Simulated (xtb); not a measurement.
Input for xtb: GFN2-xTB on HISSi (SMILES S[Si]I), a point of a torsion scan.

```
$ xtb mol.xyz --gfn 2 --sp --chrg 0 --uhf 0
4

S     -1.33943947     0.45140632     0.47913638
Si     0.63771697     0.92326872    -0.31501235
I      0.63690848     3.39482571    -0.03486196
H     -1.50597786    -0.61961457    -0.28681660
```

The log:

```
[...]
           -------------------------------------------------
          |                Calculation Setup                |
           -------------------------------------------------



           -------------------------------------------------
          |                 G F N 2 - x T B                 |
           -------------------------------------------------

        Reference                      10.1021/acs.jctc.8b01176
      * Hamiltonian:
        H0-scaling (s, p, d)           1.850000    2.230000    2.230000
        zeta-weighting                 0.500000
      * Dispersion:
        s8                             2.700000
        a1                             0.520000
        a2                             5.000000
        s9                             5.000000
      * Repulsion:
        kExp                           1.500000    1.000000
        rExp                           1.000000
      * Coulomb:
        alpha                          2.000000
        third order                    shell-resolved
        anisotropic                    true
        a3                             3.000000
        a5                             4.000000
        cn-shift                       1.200000
        cn-exp                         4.000000
        max-rad                        5.000000


          ...................................................
          :                      SETUP                      :
          :.................................................:
          :  # basis functions                  31          :
          :  # atomic orbitals                  28          :
          :  # shells                           10          :
          :  # electrons                        18          :
          :  max. iterations                   250          :
          :  Hamiltonian                  GFN2-xTB          :
          :  restarted?                      false          :
          :  GBSA solvation                  false          :
          :  PC potential                    false          :
          :  electronic temp.          300.0000000     K    :
          :  accuracy                    1.0000000          :
          :  -> integral cutoff          0.2500000E+02      :
          :  -> integral neglect         0.1000000E-07      :
          :  -> SCF convergence          0.1000000E-05 Eh   :
          :  -> wf. convergence          0.1000000E-03 e    :
          :  Broyden damping             0.4000000          :
          :  net charge                          0          :
          :  unpaired electrons                  0          :
          ...................................................

 iter      E             dE          RMSdq      gap      omega  full diag
   1     -9.3029322 -0.930293E+01  0.102E+01    2.56       0.0  T
   2     -9.3308230 -0.278908E-01  0.872E+00    2.00       1.0  T
   3     -9.3396283 -0.880523E-02  0.486E+00    2.35       1.0  T
   4     -9.3269514  0.126769E-01  0.336E+00    1.96       1.0  T
   5     -9.3438131 -0.168617E-01  0.139E+00    2.36       1.0  T
   6     -9.3434792  0.333856E-03  0.131E+00    2.19       1.0  T
   7     -9.3454015 -0.192233E-02  0.525E-01    2.35       1.0  T
   8     -9.3455993 -0.197725E-03  0.344E-01    2.34       1.0  T
   9     -9.3456037 -0.440162E-05  0.256E-01    2.28       1.0  T
  10     -9.3457377 -0.134036E-03  0.347E-02    2.31       1.4  T
  11     -9.3457397 -0.202571E-05  0.195E-02    2.31       2.6  T
  12     -9.3457401 -0.335076E-06  0.499E-03    2.31      10.0  T
  13     -9.3457400  0.116240E-07  0.526E-03    2.31       9.5  T
  14     -9.3457401 -0.433255E-07  0.499E-04    2.31     100.2  T
  15     -9.3457401 -0.282228E-10  0.211E-04    2.31     236.7  T

   *** convergence criteria satisfied after 15 iterations ***

         #    Occupation            Energy/Eh            Energy/eV
      -------------------------------------------------------------
         1        2.0000           -0.7506085             -20.4251
       ...           ...                  ...                  ...
         3        2.0000           -0.6175855             -16.8054
         4        2.0000           -0.5045973             -13.7308
         5        2.0000           -0.4352123             -11.8427
         6        2.0000           -0.4179422             -11.3728
         7        2.0000           -0.4144962             -11.2790
         8        2.0000           -0.3963324             -10.7848
         9        2.0000           -0.3795759             -10.3288 (HOMO)
        10                         -0.2946884              -8.0189 (LUMO)
        11                         -0.2312254              -6.2920
        12                         -0.2059812              -5.6050
        13                         -0.1663225              -4.5259
        14                         -0.0824157              -2.2426
       ...                                ...                  ...
        28                          0.8362101              22.7544
      -------------------------------------------------------------
                  HL-Gap            0.0848875 Eh            2.3099 eV
             Fermi-level           -0.3371322 Eh           -9.1738 eV

 SCC (total)                   0 d,  0 h,  0 min,  0.003 sec
 SCC setup                      ...        0 min,  0.000 sec (  2.420%)
 Dispersion                     ...        0 min,  0.000 sec (  0.728%)
 classical contributions        ...        0 min,  0.000 sec (  0.320%)
 integral evaluation            ...        0 min,  0.001 sec ( 17.222%)
 iterations                     ...        0 min,  0.002 sec ( 54.194%)
 molecular gradient             ...        0 min,  0.001 sec ( 23.738%)
 printout                       ...        0 min,  0.000 sec (  1.228%)

         :::::::::::::::::::::::::::::::::::::::::::::::::::::
         ::                     SUMMARY                     ::
         :::::::::::::::::::::::::::::::::::::::::::::::::::::
         :: total energy              -9.322352491613 Eh    ::
         :: gradient norm              0.003880378609 Eh/a0 ::
         :: HOMO-LUMO gap              2.309905231801 eV    ::
         ::.................................................::
         :: SCC energy                -9.345740120647 Eh    ::
         :: -> isotropic ES            0.017269556801 Eh    ::
         :: -> anisotropic ES         -0.000181620920 Eh    ::
         :: -> anisotropic XC         -0.007114215236 Eh    ::
         :: -> dispersion             -0.003479929718 Eh    ::
         :: repulsion energy           0.023387629034 Eh    ::
         :: add. restraining           0.000000000000 Eh    ::
         :: total charge               0.000000000000 e     ::
         :::::::::::::::::::::::::::::::::::::::::::::::::::::

           -------------------------------------------------
          |                Property Printout                |
           -------------------------------------------------

    * Orbital Energies and Occupations

         #    Occupation            Energy/Eh            Energy/eV
      -------------------------------------------------------------
         1        2.0000           -0.7506085             -20.4251
         2        2.0000           -0.7255321             -19.7427
         3        2.0000           -0.6175855             -16.8054
         4        2.0000           -0.5045973             -13.7308
         5        2.0000           -0.4352123             -11.8427
         6        2.0000           -0.4179422             -11.3728
         7        2.0000           -0.4144962             -11.2790
         8        2.0000           -0.3963324             -10.7848
         9        2.0000           -0.3795759             -10.3288 (HOMO)
Note: The following floating-point exceptions are signalling: IEEE_DENORMAL
normal termination of xtb
        10                         -0.2946884              -8.0189 (LUMO)
        11                         -0.2312254              -6.2920
        12                         -0.2059812              -5.6050
        13                         -0.1663225              -4.5259
        14                         -0.0824157              -2.2426
        15                         -0.0691348              -1.8813
        16                         -0.0665838              -1.8118
        17                         -0.0301732              -0.8211
        18                         -0.0168476              -0.4584
        19                         -0.0126030              -0.3429
        20                          0.0247197               0.6727
       ...                                ...                  ...
        28                          0.8362101              22.7544
      -------------------------------------------------------------
                  HL-Gap            0.0848875 Eh            2.3099 eV
             Fermi-level           -0.3371322 Eh           -9.1738 eV

     #   Z          covCN         q      C6AA      α(0)
     1  16 S        1.850    -0.396   158.523    21.191
     2  14 Si       1.733     0.464   181.557    28.639
     3  53 I        0.918    -0.205   387.199    33.969
     4   1 H        0.923     0.137     1.486     1.906

 Mol. C6AA /au·bohr⁶  :       2182.763936
 Mol. C8AA /au·bohr⁸  :     154395.164943
 Mol. α(0) /au        :         85.705600


Wiberg/Mayer (AO) data.
largest (>0.10) Wiberg bond orders for each atom

 ---------------------------------------------------------------------------
     #   Z sym  total        # sym  WBO       # sym  WBO       # sym  WBO
 ---------------------------------------------------------------------------
     1  16 S    2.174 --     2 Si   1.176     4 H    0.966
     2  14 Si   2.545 --     3 I    1.358     1 S    1.176
     3  53 I    1.395 --     2 Si   1.358
     4   1 H    0.981 --     1 S    0.966
 ---------------------------------------------------------------------------

Topologies differ in total number of bonds
Writing topology from bond orders to xtbtopo.mol

molecular dipole:
                 x           y           z       tot (Debye)
 q only:        0.926      -1.003      -0.695
   full:        0.285      -1.790      -0.538       4.807
molecular quadrupole (traceless):
                xx          xy          yy          xz          yz          zz
 q only:        2.570       1.055      -6.538       1.202      -0.922       3.968
  q+dip:        5.755      -2.628     -14.602       2.462      -0.156       8.848
   full:        5.511      -1.112     -15.385       3.388      -0.550       9.874


           -------------------------------------------------
          | TOTAL ENERGY               -9.322352491613 Eh   |
          | GRADIENT NORM               0.003880378609 Eh/α |
          | HOMO-LUMO GAP               2.309905231801 eV   |
           -------------------------------------------------

------------------------------------------------------------------------
------------------------------------------------------------------------
 total:
 SCF:
```

The run finished.

Cost: roughly 0.020 core-seconds.
